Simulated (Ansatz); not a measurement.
Cl2FGeH3Si (`F[Si](Cl)(Cl)[GeH3]`) at its PBE0-D4/def2-TZVP geometry, where that method's forces vanish. Total charge 0; spin multiplicity 1.

```tsv
atom	x (Å)	y (Å)	z (Å)
F1	-1.8288	-0.5576	-1.2292
Si2	-0.9850	-0.5103	0.1160
Cl3	-2.1227	0.4586	1.5014
Cl4	-0.7142	-2.4377	0.7197
Ge5	1.0862	0.5895	-0.2272
H6	0.8228	2.0284	-0.6882
H7	1.8886	-0.1675	-1.2927
H8	1.8532	0.5964	1.1003
```

(1) For each bond, give half the difference of the two atoms' forces along it (eV/Å; positive pushes the atoms apart) under PBE-D4, r2SCAN-D4, B3LYP-D4, ωB97M-V in def2-TZVPP. (Estimate.)

Answers

(1) Ansatz gave: 
```csv
bond,length (Å),PBE-D4,r2SCAN-D4,B3LYP-D4,ωB97M-V
F1–Si2,1.589,0.57,0.06,0.14,0.14
Si2–Cl3,2.038,0.16,0.06,0.15,0.03
Si2–Cl4,2.038,0.16,0.06,0.15,0.03
Si2–Ge5,2.370,-0.20,-0.07,-0.02,-0.10
Ge5–H6,1.534,0.09,-0.03,-0.01,-0.06
Ge5–H7,1.534,0.09,-0.03,-0.01,-0.06
Ge5–H8,1.533,0.08,-0.03,-0.01,-0.05
```

B3LYP here is the variant with VWN-RPA as its local correlation; programs differ in this.
